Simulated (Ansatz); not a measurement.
Isolated molecules relaxed with PBE0-D4/def2-TZVP in Ansatz; ΔE leaves out vibrations. CCSD(T)/CBS is the MP2 limit (def2-TZVPP, def2-QZVPP) plus CCSD(T) − MP2 in def2-TZVPP, frozen cores. This one scheme is used for every species, atoms too. DFT in def2-TZVPP. B3LYP here is the variant with VWN-RPA as its local correlation; programs differ in this. No spin–orbit coupling; open shells (•) take unrestricted orbitals. Spin–orbit coupling would lower the free atoms: a little for B, C, O. One conformer a species, not always the lowest.

Consider the atomization: `C=C(O)B(C)N` → B• + 3 C• + 8 H• + N• + O•.

`C=C(O)B(C)N`:

Z-matrix (Å, degrees):
```
C
B 1 1.571
H 1 1.094 2 111.0
H 1 1.093 2 113.4 3 121.9
H 1 1.095 2 110.7 3 -117.3
C 2 1.572 1 122.3 3 58.7
N 2 1.401 1 120.7 3 -120.3
O 6 1.376 2 118.5 1 -159.5
C 6 1.333 2 123.2 1 25.4
H 7 1.007 2 123.6 1 -170.8
H 7 1.006 2 122.5 1 -1.3
H 8 0.961 6 108.4 2 24.1
H 9 1.081 6 120.0 2 -2.7
H 9 1.084 6 121.7 2 176.0
```

| level | ΔE (kcal/mol) | difference from CCSD(T)/CBS |
| --- | --- | --- |
| PBE-D4 | 1401.5 | 40.7 |
| r2SCAN-D4 | 1369.0 | 8.2 |
| PBE0-D4 | 1373.4 | 12.6 |
| B3LYP-D4 | 1368.8 | 8.0 |
| ωB97X-V | 1364.8 | 4.0 |
| ωB97M-V | 1370.2 | 9.4 |
| B2PLYP | 1353.2 | -7.6 |
| PBE | 1395.1 | 34.3 |
| r2SCAN | 1367.4 | 6.6 |
| PBE0 | 1368.1 | 7.3 |
| B3LYP | 1358.8 | -2.0 |
| HF/def2-TZVPP | 992.4 | -368.4 |
| MP2/def2-TZVPP | 1351.4 | -9.4 |
| SCS-MP2/def2-TZVPP | 1343.5 | -17.3 |
| CCSD/def2-TZVPP | 1305.9 | -54.9 |
| CCSD(T)/def2-TZVPP | 1326.8 | -34.0 |
| HF/def2-QZVPP | 993.9 | -366.9 |
| MP2/def2-QZVPP | 1371.4 | 10.6 |
| SCS-MP2/def2-QZVPP | 1366.2 | 5.4 |
| HF/CBS(def2) | 994.2 | -366.6 |
| MP2/CBS(def2) | 1385.4 | 24.6 |
| CCSD/CBS(def2) | 1339.9 | -20.9 |
| CCSD(T)/CBS | 1360.8 | 0 |

Largest T1 diagnostic among the species: 0.014.

The D4 term adds +10.1 kcal/mol with B3LYP and +5.3 kcal/mol with PBE0; it sums over pairs of atoms, weighted by their polarisabilities, and B3LYP, whose exchange is more repulsive, gets the larger term. In def2-TZVPP, CCSD(T) changes the Hartree–Fock value by +334.4 kcal/mol (the triples alone add +20.9 kcal/mol) and MP2 by +359.0 kcal/mol; breaking electron pairs costs correlation energy, which Hartree–Fock lacks.

For atomizations the MP2-based limit and the directly extrapolated one differ by several kJ/mol either way, and by 10 to 25 for some Ge, Se and Sn compounds, so smaller differences from it don't rank the levels.
